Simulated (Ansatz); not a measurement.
The inner images of a band of BCl2F + H2 (6 atoms, charge 0, multiplicity 1) are given out of order.

Theory: Ansatz 0.2.0, RKS B3LYP-D4/def2-SVP.

Image 0:

```xyz
6
Properties=species:S:1:pos:R:3
B -0.035 0.503 0.129
Cl 0.007 1.034 1.797
F 1.086 0.146 -0.456
Cl -1.527 0.449 -0.784
H -0.242 -2.475 0.520
H -0.118 -2.306 1.250
```

Image 6:

```xyz
6
Properties=species:S:1:pos:R:3
B -0.098 -0.378 -0.616
Cl -0.047 -0.095 2.543
F 1.079 0.195 -0.740
Cl -1.542 0.561 -0.953
H -0.174 -1.546 -0.349
H -0.046 -1.385 2.572
```

Problem. Put them in order from the first end to the last, with their energies above the first end.
A.
```xyz
6
Properties=species:S:1:pos:R:3
B -0.081 -0.443 -0.291
Cl -0.053 0.006 2.355
F 1.094 0.098 -0.518
Cl -1.564 0.347 -0.779
H -0.133 -1.592 0.092
H -0.090 -1.065 1.599
```
B.
```xyz
6
Properties=species:S:1:pos:R:3
B -0.038 0.308 0.160
Cl 0.003 0.752 1.859
F 1.087 0.021 -0.455
Cl -1.533 0.307 -0.753
H -0.204 -2.152 0.469
H -0.143 -1.884 1.176
```
C.
```xyz
6
Properties=species:S:1:pos:R:3
B -0.087 -0.419 -0.489
Cl -0.030 -0.055 2.576
F 1.078 0.166 -0.647
Cl -1.554 0.456 -0.880
H -0.138 -1.570 -0.144
H -0.097 -1.227 2.040
```
D.
```xyz
6
Properties=species:S:1:pos:R:3
B -0.075 -0.311 0.027
Cl -0.054 0.175 2.092
F 1.110 0.009 -0.473
Cl -1.574 0.227 -0.742
H -0.142 -1.602 0.303
H -0.093 -1.146 1.249
```
E.
```xyz
6
Properties=species:S:1:pos:R:3
B -0.055 0.027 0.193
Cl -0.015 0.476 1.949
F 1.092 -0.055 -0.456
Cl -1.547 0.213 -0.733
H -0.178 -1.811 0.398
H -0.127 -1.498 1.105
```

Solution. B (+0.08 eV), E (+0.59 eV), D (+1.63 eV), A (+0.86 eV), C (+0.63 eV).

Time of the run: 6.6 min on 1 thread of Arm Neoverse V2, with other jobs on the host, peak memory 0.15 GiB.
